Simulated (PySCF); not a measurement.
Electron correlation in Mg (magnesium, neutral)

[Ne] 3s2, closed-shell 1S. All numbers are calculated (PySCF 2.14, the spin-free X2C one-electron Hamiltonian (Gaussian nucleus), in aug-cc-pVDZ-DK (5s4p2d, 27 functions)). Frozen: [Ne]; 2 electrons correlated.

Total MP2 correlation energy: -21.66 mhartree.

Same-spin part 0.00 and opposite-spin part -21.66 mhartree; SCS-MP2 scales them by 1/3 and 6/5 to -25.99 mhartree.

With two correlated electrons CCSD is exact within the correlated space (frozen core and kept virtual orbitals).

```
level  correlation energy (mhartree)
 CCSD                         -32.90
```

Diagnostics: T1 = 0.015, D1 = 0.0213, largest double amplitude 0.093.

**Question.** Is a single reference adequate?

**Answer.** Mostly. T1 lies below 0.03, but a double amplitude of this size points to a near-degeneracy that CCSD handles and MP2 describes poorly.
